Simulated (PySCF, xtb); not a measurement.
1-fluorocyclopentene (C5H7F), SMILES C1(CCCC=1)F.

GFN2-xTB (xtb) at its own geometry gives an orbital gap of 5.04 eV and a dipole moment of 2.40 D.

Geometry: ωB97X-D3(BJ)/def2-SVP. One conformer was computed; it need not be the lowest.

What does PySCF with ωB97X/def2-TZVP give? (An estimate is asked for; the answer gives what the named calculation found.)

gap 12.07 eV (levels -9.12 and 2.94 eV), dipole 1.66 D.
